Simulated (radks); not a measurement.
The numbers below are computed, except where a source is named.
Neutral cobalt inside a hard spherical wall (all orbitals vanish at R), configuration held at [Ar] 3d7 4s2 and not refilled when levels cross. Level of theory: scalar-relativistic Kohn-Sham, r2SCAN, spin-polarised, spherical densities, finite nucleus; open shells are filled with parallel spins first; meta-GGA in the generalised Kohn-Sham scheme; Fermi nuclear charge, rms radius 3.7875 fm (a radial shooting solver on a logarithmic mesh with Libxc functionals). Eigenvalues in eV for spin up, with the zero of energy where the potential of the charges vanishes at infinity; a dash marks a level that is unbound or too diffuse for the functional's potential to be trusted. A positive occupied level is held by the wall or, in an anion where self-interaction has pushed it up, behind a barrier. The pressure on the wall is -dE/dV.

R (bohr)  E (hartree)  kinetic (hartree)    e(3s)    e(3p)   e(3d)   e(4s)  e(4p, empty)  e(5s, empty)  pressure (GPa)
free      -1393.44571           1411.468  -107.79  -69.581  -9.972  -5.948        -1.000             -               0
20        -1393.44571           1411.468  -107.79  -69.581  -9.972  -5.948        -1.000             -        < 0.0001
12        -1393.44569           1411.469  -107.79  -69.579  -9.971  -5.946        -0.994         3.163        0.000308
6         -1393.41989           1411.628  -106.87  -68.666  -9.085  -5.101         0.572        12.055            2.02
5         -1393.35870           1411.913  -105.64  -67.437  -7.911  -3.744         2.717        20.865           10.00
4         -1393.13673           1412.784  -102.74  -64.565  -5.177   0.122         8.213        40.804            59.8
3         -1392.17138           1416.098  -95.083  -57.078   2.226  13.600        25.361        94.988             515
2.5       -1390.53894           1421.414  -86.522  -48.687  11.127  33.296        48.506        160.10            1930
